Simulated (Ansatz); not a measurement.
This geometry of C2H8OSi2 (13 atoms, charge 0, multiplicity 1) is a first-order saddle point.

The calculation used RKS PBE-D4/def2-SVP (Ansatz).

```xyz
13
Properties=species:S:1:pos:R:3
Si -0.983 1.664 1.269
C -0.400 0.761 -0.293
Si 0.618 -0.791 -0.003
C 0.875 -2.075 -1.290
O 1.927 -1.064 -1.074
H 0.203 2.098 2.087
H -1.797 2.877 0.907
H -1.831 0.749 2.112
H -1.283 0.501 -0.916
H 0.223 1.452 -0.902
H 0.902 -1.097 1.437
H 0.379 -2.001 -2.279
H 1.188 -3.109 -1.041
```

(1) Which two structures does it join? (They come from a converged band through this point; their orientation in space is the band's.)

(2) How far does it lie above each of them?

Results:

(1) No bond is made or broken. The dihedral Si1–C2–Si3–C4 goes from 82 to -123°.

Image 0:

```xyz
13
Properties=species:S:1:pos:R:3
Si -1.169 1.283 1.132
C -0.012 1.083 -0.360
Si 1.088 -0.428 -0.272
C 0.502 -2.095 -0.764
O 1.331 -1.320 -1.712
H -0.375 1.252 2.411
H -1.909 2.591 1.062
H -2.164 0.156 1.163
H -0.624 1.000 -1.283
H 0.617 1.995 -0.456
H 2.286 -0.265 0.610
H -0.537 -2.262 -1.115
H 0.987 -3.024 -0.402
```

Image 8:

```xyz
13
Properties=species:S:1:pos:R:3
Si -0.849 1.596 1.235
C -0.557 0.754 -0.445
Si -0.065 -1.048 -0.328
C 1.482 -1.722 -1.051
O 1.457 -1.375 0.383
H 0.413 1.582 2.049
H -1.294 3.020 1.036
H -1.923 0.860 1.991
H -1.486 0.837 -1.049
H 0.244 1.302 -0.985
H -1.183 -1.955 0.085
H 2.160 -1.084 -1.655
H 1.621 -2.804 -1.250
```

(2) 0.054 eV above the first and 0.052 eV above the second. This is the barrier of this one path; another mechanism may lie lower.

Run time: 2.4 min on 2 threads of Arm Neoverse V2, on a shared host, peak memory 0.15 GiB.
